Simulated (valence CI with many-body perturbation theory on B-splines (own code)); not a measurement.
Sr23+: fill in the table

Calculated by valence CI with perturbative core correlation (CI+MBPT): five valence electrons over a frozen Dirac-Fock core [Ne], a basis of 9 s, 9 p, 8 d, 6 f, 3 g, 1 h functions for each j, with the one-electron correlation potential Σ1, the two-electron term Σ2, the three-electron term Σ3, Breit, model QED; selected CI, second order for the rest (own B-spline code, finite nucleus).

No measured spectrum was set against this ion. As an estimate, levels of excited configurations hold to 0.05 to 0.15 % of their energy, terms of the ground configuration to about 0.5 %. Among the levels kept, up to 470 cm⁻¹ of a level comes from second order outside the variational space, and about a tenth of that is noise between levels of different J, which matters for small intervals.

| Level | E (eV) |
| --- | --- |
| 3s2 3p3 4S°_3/2 | 0.00 |
| 3s2 3p3 2D°_3/2 | 12.06 |
| 3s2 3p3 2D°_5/2 | 16.32 |
| 3s2 3p3 2P°_1/2 | ? |
| 3s2 3p3 2P°_3/2 | ? |
| 3s 3p4 4P_5/2 | 71.43 |
| 3s 3p4 4P_3/2 | ? |
| 3s 3p4 4P_1/2 | 81.09 |
| 3s 3p4 2D_3/2 | ? |
| 3s 3p4 2D_5/2 | 93.40 |
| 3s2 3p2 3d 4F_3/2 | 96.93 |
| 3s2 3p2 3d 2P_3/2 [a] | 100.43 |
| 3s2 3p2 3d 4F_5/2 | 100.61 |
| 3s 3p4 2P_1/2 [a] | 101.07 |
| 3s2 3p2 3d 2F_5/2 | 105.57 |
| 3s2 3p2 3d 4F_7/2 | ? |
| 3s2 3p2 3d 4D_1/2 | 108.28 |
| 3s2 3p2 3d 2F_7/2 [a] | 109.04 |
| 3s2 3p2 3d 4D_3/2 | ? |
| 3s2 3p2 3d 4F_9/2 | 112.03 |

Names give the largest LS component (configuration and term), which can be under half, so a name can repeat, a term be missing and a line seem to break the LS rules; names also repeat where a configuration has a term twice. Letters in brackets count levels of one name in rising energy.

Task: The levels stand in rising order. What does the calculation give for the missing energies?

Result: 3s2 3p3 2P°_1/2 22.50; 3s2 3p3 2P°_3/2 33.40; 3s 3p4 4P_3/2 79.35; 3s 3p4 2D_3/2 88.90; 3s2 3p2 3d 4F_7/2 107.50; 3s2 3p2 3d 4D_3/2 110.39.
